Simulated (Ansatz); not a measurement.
**Abstraction of Br: C2H5BrMg + C2HF2 → C2H5Mg + C2HBrF2**

Species: C2H5BrMg `C[CH2][Mg][Br]`, singlet; C2HF2 `F/[C]=C\F`, doublet; C2H5Mg `C[CH2][Mg]`, doublet; C2HBrF2 `F/C=C(\F)Br`, singlet. A radical takes Br: the energy is the difference in strength between the Mg–Br bond broken and the C–Br bond made.

Shapes, held fixed at every level: PBE0-D4/def2-TZVP. Programs: Ansatz 0.2.0. Electronic energies: no zero-point or thermal term.

```tsv
level	kind	ΔE (kJ/mol)
HF/def2-TZVPP	Hartree–Fock	+134.9
PBE-D4/def2-TZVPP	GGA	+50.5
r2SCAN-D4/def2-TZVPP	meta-GGA	+80.9
PBE0-D4/def2-TZVPP	global hybrid	+63.5
wB97M-V/def2-TZVPP	range-separated hybrid	+76.3
wB97X-V/def2-TZVPP	range-separated hybrid	+79.4
B2PLYP/def2-TZVPP	double hybrid	+77.0
```

B2PLYP/def2-TZVPP gives ΔE = +77.0 kJ/mol; the levels span +50.5 to +134.9. The median of the levels is +77.0. No measured value is set beside it here. Spin contamination: C2HF2 (⟨S²⟩ up to 0.94). Open shells run unrestricted unless RO is named. Relativity is left out for Br unless named. Correlated rows may include outer-core shells of Br, Mg, which these sets cover unevenly.
